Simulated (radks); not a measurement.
The numbers below are computed, except where a source is named.
Spherical quantum dot in the effective-mass picture: electrons in a hard-walled sphere of radius 4.02, all in effective atomic units (hartree* = m*/eps^2 hartree, bohr* = eps/m* bohr), one dielectric constant everywhere. Level of theory: non-relativistic Kohn-Sham, exchange-only LDA, spin-polarised, spherical densities (a radial shooting solver with Libxc functionals). Levels are named by radial order and angular momentum (1s, 1p, 1d, 2s, ...), and open shells are averaged over m. Results are scaled to m* = 0.05 and eps = 16.3, for which hartree* = 5.121 meV and bohr* = 17.25 nm.

N = 7, configuration 1s2 1p(up 3, down 2). This is the lowest configuration that the search found. Occupied and some empty levels:

| level | occupation | eigenvalue (meV) | <r> (nm) |
|---|---|---|---|
| 1s up | 1 | 13.149 | 41.49 |
| 1s down | 1 | 13.308 | 41.42 |
| 1p up | 3 | 14.256 | 44.97 |
| 1p down | 2 | 14.420 | 44.98 |
| 1d up | 0 | 15.954 | 47.45 |
| 1d down | 0 | 16.117 | 47.48 |
| 1f up | 0 | 18.155 | 49.35 |
| 2s up | 0 | 18.168 | 32.43 |
| 2s down | 0 | 18.281 | 32.40 |
| 1f down | 0 | 18.316 | 49.38 |

Energy (meV): total 56.5233, kinetic 20.960, external 0, Hartree 44.530, exchange-correlation -8.9674.

Electron density:

| r (nm) | n(r) (e/nm^3) |
|---|---|
| 1.81 | 2.751e-06 |
| 5.27 | 2.964e-06 |
| 8.73 | 3.383e-06 |
| 12.2 | 3.999e-06 |
| 15.7 | 4.795e-06 |
| 19.1 | 5.745e-06 |
| 22.6 | 6.798e-06 |
| 26.0 | 7.897e-06 |
| 29.5 | 8.940e-06 |
| 32.9 | 9.825e-06 |
| 36.4 | 0.00001041 |
| 39.9 | 0.00001056 |
| 43.3 | 0.00001018 |
| 46.8 | 9.211e-06 |
| 50.3 | 7.700e-06 |
| 53.7 | 5.823e-06 |
| 57.2 | 3.827e-06 |
| 60.6 | 2.038e-06 |
| 64.1 | 7.403e-07 |
| 67.6 | 8.276e-08 |
